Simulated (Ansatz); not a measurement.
BClGeH4, SMILES `[BH2][GeH2][Cl]`, relaxed with RKS PBE-D4/def2-SVP in Ansatz 0.2.0 from a rough embedded geometry. The force threshold is 0.03 eV/Å; the program also tests the step.

Total charge 0; spin multiplicity 1.

Start:

```xyz
7

B     0.257    0.597   -1.014
Ge   -0.217   -0.500    0.549
Cl    0.253    0.579    2.356
H     0.101    0.234   -2.065
H     0.723    1.734   -0.866
H    -1.728   -0.818    0.529
H     0.611   -1.826    0.512
```

Q: How much energy does the relaxation release, and in how many steps? (Estimate.)

A: The calculation gave: 21.17 kJ/mol, in 3 steps.

Q: Which bonds change most? (An estimate is asked.)

A: Computed: B1–H4 from 1.123 to 1.216 Å; B1–Ge2 from 1.967 to 2.057 Å; Ge2–Cl3 from 2.156 to 2.195 Å; B1–H5 from 1.239 to 1.211 Å.

Q: Give the relaxed structure. (Best estimate.)

A: Ansatz gave: 
```xyz
7

B     0.282    0.671   -1.065
Ge   -0.208   -0.493    0.558
Cl    0.220    0.494    2.471
H     0.093    0.217   -2.177
H     0.747    1.783   -0.945
H    -1.723   -0.843    0.584
H     0.589   -1.828    0.574
```
